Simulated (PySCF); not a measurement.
**Working out the ionisation energy of Sb**

Sb [Kr] 4d10 5s2 5p3 (4S) → Sb⁺ [Kr] 4d10 5s2 5p2 (3P). Calculation: PySCF 2.14, in def2-SVP with the def2 core potential (28 electrons) (4s4p2d, 26 functions); a scalar-relativistic core potential. Frozen: 4s2 4p6 4d10. Energies in hartree (1 hartree = 27.21139 eV):

| part | Sb (lower) | Sb⁺ (upper) |
| --- | --- | --- |
| UHF | -239.273347 | -238.957486 |
| CCSD correlation | -0.058727 | -0.049676 |
| (T) | -0.000604 | -0.000517 |

What does Hartree-Fock give?

(-238.957486) − (-239.273347) = 0.315861 hartree = 8.595 eV.

What do CCSD and CCSD(T) give?

The CCSD correlation energies differ by 0.009051 hartree = 0.246 eV and the triples by 0.000087 hartree = 0.002 eV, so CCSD gives 8.841 eV and CCSD(T) 8.843 eV.

Measured between the centres of the two terms (NIST): 9.124 eV, so CCSD(T) (valence) is off by -0.281 eV.

A double-zeta basis recovers only part of the correlation energy.

What remains against the reference includes basis incompleteness, the frozen core and higher excitations.
